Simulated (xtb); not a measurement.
BrCl, charge +1, doublet, from a rough starting geometry (a state made from the parent by changing its charge; the spin is typed, not shown lowest); GFN2-xTB (xtb).

xtb was given this input:
```
$ xtb mol.xyz --gfn 2 --chrg 1 --uhf 1 --opt vtight --json

# file mol.xyz
2

Cl     1.10037775    -0.03575709    -0.01550837
Br    -1.08655351    -0.01486841    -0.02094600
```

**Question.** Predict the main parts of the log of this xtb run.

**Answer.** 
```
   ID    Z sym.   atoms
    1   17 Cl     1
    2   35 Br     2

           -------------------------------------------------
          |                Calculation Setup                |
           -------------------------------------------------

           -------------------------------------------------
          |                 G F N 2 - x T B                 |
           -------------------------------------------------

          ...................................................
          :                      SETUP                      :
          :.................................................:
          :  # basis functions                  20          :
          :  # atomic orbitals                  18          :
          :  # shells                            6          :
          :  # electrons                        13          :
          :  max. iterations                   250          :
          :  Hamiltonian                  GFN2-xTB          :
          :  restarted?                      false          :
          :  GBSA solvation                  false          :
          :  PC potential                    false          :
          :  electronic temp.          300.0000000     K    :
          :  accuracy                    1.0000000          :
          :  -> integral cutoff          0.2500000E+02      :
          :  -> integral neglect         0.1000000E-07      :
          :  -> SCF convergence          0.1000000E-05 Eh   :
          :  -> wf. convergence          0.1000000E-03 e    :
          :  Broyden damping             0.4000000          :
          :  net charge                          1          :
          :  unpaired electrons                  1          :
          ...................................................

 iter      E             dE          RMSdq      gap      omega  full diag
   1     -7.7041786 -0.770418E+01  0.147E+01    2.24       0.0  T
   2     -7.7789172 -0.747386E-01  0.172E+01    2.33       1.0  T
   3     -8.0202400 -0.241323E+00  0.409E+00    2.92       1.0  T
   4     -8.0245167 -0.427671E-02  0.278E+00    2.98       1.0  T
   5     -8.0384502 -0.139335E-01  0.114E+00    2.98       1.0  T
   6     -8.0399426 -0.149240E-02  0.386E-01    3.00       1.0  T
   7     -8.0401099 -0.167264E-03  0.333E-01    3.03       1.0  T
   8     -8.0401984 -0.885270E-04  0.427E-01    3.06       1.0  T
   9     -8.0399809  0.217503E-03  0.521E-01    3.03       1.0  T
[...]
         :: total energy              -8.039399837453 Eh    ::
 * total energy  :    -8.0393998 Eh     change       -0.8823164E-11 Eh
 * total energy  :    -8.0420954 Eh     change       -0.2695604E-02 Eh
 * total energy  :    -8.0423574 Eh     change       -0.2619900E-03 Eh
 * total energy  :    -8.0423748 Eh     change       -0.1736635E-04 Eh
 * total energy  :    -8.0423749 Eh     change       -0.5959559E-07 Eh
   *** GEOMETRY OPTIMIZATION CONVERGED AFTER 5 ITERATIONS ***
         :: total energy              -8.042374858144 Eh    ::
[...]
        12                         -0.3112541              -8.4697
        13                         -0.2897164              -7.8836
        14                         -0.2850901              -7.7577
        15                         -0.2850901              -7.7577
        16                         -0.2540454              -6.9129
        17                         -0.2540454              -6.9129
        18                          0.2019027               5.4941
      -------------------------------------------------------------
                  HL-Gap            0.1356118 Eh            3.6902 eV
             Fermi-level           -0.7073952 Eh          -19.2492 eV

     #   Z          covCN         q      C6AA      α(0)
     1  17 Cl       0.950     0.502    85.403    14.138
     2  35 Br       0.950     0.498   171.833    21.135

 Mol. C6AA /au·bohr⁶  :        499.246047
 Mol. C8AA /au·bohr⁸  :      26858.460642
 Mol. α(0) /au        :         35.273658

Wiberg/Mayer (AO) data.
largest (>0.10) Wiberg bond orders for each atom

 ---------------------------------------------------------------------------
     #   Z sym  total        # sym  WBO       # sym  WBO       # sym  WBO
 ---------------------------------------------------------------------------
     1  17 Cl   1.449 --     2 Br   1.449
     2  35 Br   1.449 --     1 Cl   1.449
 ---------------------------------------------------------------------------

Topologies differ in total number of bonds
Writing topology from bond orders to xtbtopo.mol

molecular dipole:
                 x           y           z       tot (Debye)
 q only:        0.020      -0.048      -0.034
   full:        0.920      -0.056      -0.032       2.344
molecular quadrupole (traceless):
                xx          xy          yy          xz          yz          zz
 q only:        3.825      -0.056      -1.911       0.013       0.002      -1.914
  q+dip:        2.945      -0.108      -1.471      -0.037       0.003      -1.474
   full:        3.859      -0.121      -1.928      -0.033       0.003      -1.931

optimized geometry written to: xtbopt.xyz

           -------------------------------------------------
          | TOTAL ENERGY               -8.042374858144 Eh   |
          | GRADIENT NORM               0.000115656229 Eh/α |
          | HOMO-LUMO GAP               3.690185557328 eV   |
           -------------------------------------------------

normal termination of xtb
```
